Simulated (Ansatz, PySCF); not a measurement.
Gas-phase reaction in SMILES: C[CH-]B(N)N → CCB([NH-])N
Structures are relaxed separately at B3LYP-D3(BJ)/def2-TZVP in Ansatz (an electronic-structure program), one conformer each, not searched for the lowest.

Quantity: isomerisation energy (0 K, with B3LYP-D3(BJ) harmonic zero-point energies from PySCF), in eV. Correlated levels leave the core frozen unless marked. Spin-orbit coupling is left out. Non-relativistic. Anions need diffuse functions: aug- sets have them; def2-D sets add few. CBS marks a two-point X^-3 extrapolation of the correlation energy; Hartree-Fock from the larger set.

```
level                                        program  isomerisation energy (eV)  minus last row
------------------------------------  --------------  -------------------------  --------------
PBE-D3(BJ)/def2-TZVPD                 Ansatz + dftd3                      -0.47            0.02
PBE-D4/def2-TZVPD                     Ansatz + dftd4                      -0.47            0.02
r2SCAN-D4/def2-TZVPD                  Ansatz + dftd4                      -0.48            0.01
LC-wPBE-D4/def2-TZVPD                 Ansatz + dftd4                      -0.49            0.00
MP2/aug-cc-pVTZ                               Ansatz                      -0.49            0.00
CCSD/aug-cc-pVQZ                              Ansatz                      -0.48            0.01
CCSD(T)/CBS(aug-cc-pVTZ,aug-cc-pVQZ)          Ansatz                      -0.49            0.00
```
